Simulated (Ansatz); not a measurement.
# How methods differ on [GeH5]− (SMILES [H][Ge-]([H])([H])([H])[H])

The species is [GeH5]− (6 atoms), meant as a singlet with charge -1. As SMILES, `[H][Ge-]([H])([H])([H])[H]`. The shape comes from GFN2-xTB, which is rough for such elements, and wasn't checked as a minimum.

Quantity: the vertical detachment energy (to the doublet neutral), in eV. The values are calculated.

| level | kind | program | value (eV) | less FCI/STO-3G |
| --- | --- | --- | --- | --- |
| r2SCAN/STO-3G | meta-GGA | Ansatz | -3.22 | +0.23 |
| B3LYP/STO-3G | global hybrid | Ansatz | -2.92 | +0.53 |
| r2SCAN0/STO-3G | hybrid meta-GGA | Ansatz | -2.91 | +0.54 |
| CAM-B3LYP/STO-3G | range-separated hybrid | Ansatz | -2.97 | +0.48 |
| wB97M-V/STO-3G | range-separated hybrid | Ansatz | -2.87 | +0.58 |
| wB97X/STO-3G | range-separated hybrid | Ansatz | -2.88 | +0.57 |
| CCSD(T)/STO-3G | coupled cluster or CI | Ansatz | -3.44 | +0.01 |
| CCSDTQ/STO-3G | coupled cluster or CI | Ansatz | -3.45 | 0.00 |
| FCI/STO-3G | exact in the basis | Ansatz | -3.45 | 0.00 |

FCI/STO-3G is exact within its basis and frozen core, so for wave-function methods in that basis the difference is their error; functionals converge differently with the basis, so for them it is only a difference. All-electron rows without a relativistic Hamiltonian named are non-relativistic. Sets without diffuse functions describe the anion poorly. The values span -3.45 to -2.87 eV. Spin contamination of the reference (⟨S²⟩ at least 0.1 too high) touches CCSD(T)/STO-3G, CCSDTQ/STO-3G. All rows use very small basis sets, so none should be taken for the real molecule's value. In the correlated wave-function rows the outer d shell of Ge is correlated, in sets not made for it.
